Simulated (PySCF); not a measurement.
# Energy of Sc²⁺ (scandium, charge +2) between two integer charges

The 3d alpha orbital of [Ar] 3d1 is emptied in steps (occupation f), with all orbitals relaxed, ending at [Ar]. All numbers are calculated (PySCF 2.14, the non-relativistic Hamiltonian (point nucleus), in def2-TZVPPD (6s6p4d2f1g, 67 functions)). The exact energy is a straight line in f; departures are measured from the line between the end points of the same method.

| f | CAM-B3LYP (eV) |
| --- | --- |
| 1 | 0.000 |
| 0.8 | -0.557 |
| 0.6 | -0.842 |
| 0.4 | -0.848 |
| 0.2 | -0.569 |
| 0 | 0.000 |

| method | E(f=0) − E(f=1) (eV) | −ε at f=1 (eV) | −ε at f=0.4 (eV) |
| --- | --- | --- | --- |
| CAM-B3LYP | 25.417 | 21.966 | 26.094 |

Orbital energy along the path (eV):

```json
{"f": "1", "CAM-B3LYP": "-21.966"}
{"f": "0.8", "CAM-B3LYP": "-23.306"}
{"f": "0.6", "CAM-B3LYP": "-24.684"}
{"f": "0.4", "CAM-B3LYP": "-26.094"}
{"f": "0.2", "CAM-B3LYP": "-27.533"}
{"f": "0", "CAM-B3LYP": "-29.001"}
```

Reference removal energy between the ground levels: 24.757 eV (measured; NIST Atomic Spectra Database, ionization energies). The calculation has no spin-orbit coupling.
